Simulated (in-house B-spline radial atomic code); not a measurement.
# Response and correlation of the tin ion Sn⁴⁺

Closed shell [Kr] 4d10. Computed with an all-electron radial atomic-structure program (B-spline basis): Dirac-Hartree-Fock, relativistic RPA (time-dependent Dirac-Hartree-Fock) for the response and second-order many-body perturbation theory for correlation, no-pair Dirac-Coulomb Hamiltonian, finite nucleus.

Command:
```bash
python run_mb.py task.json out
```
Settings (nuclear radius in fm, box in bohr, cutoff in hartree):
```
basis_form          2
Z                   50
core_configuration  [Kr] 4d10
rms_radius          4.6519
mass_number         120
speed_of_light      137.036
box_radius          12.418
lmax                7
intervals           63
virtual_cutoff      62500.0
```

Cost of the run: 14 s on 1 thread of Intel(R) Xeon(R) 6975P-C, with other jobs on the host.

```json
{"multipole (bohr³, bohr⁵, bohr⁷)": "dipole", "uncoupled": "2.525", "coupled RPA": "2.2636"}
{"multipole (bohr³, bohr⁵, bohr⁷)": "quadrupole", "uncoupled": "3.6774", "coupled RPA": "4.5832"}
{"multipole (bohr³, bohr⁵, bohr⁷)": "octupole", "uncoupled": "10.947", "coupled RPA": "?"}
```

Problem. What is the coupled octupole polarisability?

Solution. 13.594 atomic units, +24 % against the uncoupled value.

Problem. Which subshells carry the dipole polarisability?

Solution. 4d5/2 58.9 %, 4d3/2 37.9 %, 4p3/2 1.8 %.

Problem. What does the dipole shielding factor come to?

Solution. The dipole shielding factor is 0.920, against the exact N/Z = 46/50 = 0.920 of the non-relativistic theorem.

Dipole polarisability at imaginary frequency:

| u (Eh) | α(iu) (bohr³) |
| --- | --- |
| 0 | 2.264 |
| 0.224 | 2.234 |
| 0.559 | 2.097 |
| 1.12 | 1.752 |
| 1.68 | 1.412 |
| 2.24 | 1.131 |
| 3.35 | 0.7479 |
| 4.47 | 0.5188 |
| 5.59 | 0.3787 |
| 7.83 | 0.2278 |
| 11.2 | 0.1301 |
| 16.8 | 0.06876 |
| 22.4 | 0.04378 |
| 33.5 | 0.02308 |
| 55.9 | 0.009858 |
| 112 | 0.002881 |

Problem. What dispersion coefficients follow for two such ions (the dispersion part alone)?

Solution. C6 = (3/π)∫α(iu)²du = 8.714 hartree·bohr⁶ and C8 = 81.52 hartree·bohr⁸.

Lowest J = 1 odd-parity excitations:

```tsv
energy (eV)	oscillator strength	leading channel	weight
33.699	0.0179	4d5/2 → p3/2	0.5
35.158	0.812	4d3/2 → p1/2	0.639
35.772	0.0828	4d3/2 → p3/2	0.73
51.253	0.00741	4d5/2 → f5/2	0.656
52.949	0.0742	4d3/2 → f5/2	0.339
54.193	9.22e-05	4d5/2 → p3/2	0.932
54.962	0.0856	4d3/2 → p1/2	0.654
55.496	0.000637	4d3/2 → p3/2	0.73
```

Second-order correlation energy by the highest angular momentum of the excited pair (hartree): s -0.02514, p -0.2281, d -0.6862, f -1.048, g -0.3481, h -0.1534, i -0.07026, k -0.03603.

Problem. What is the second-order correlation energy at the partial-wave limit?

Solution. The listed waves sum to -2.5953 hartree; extrapolating the increments as (l + 1/2)⁻⁴ gives -2.6689 hartree, -1.58 eV per electron.
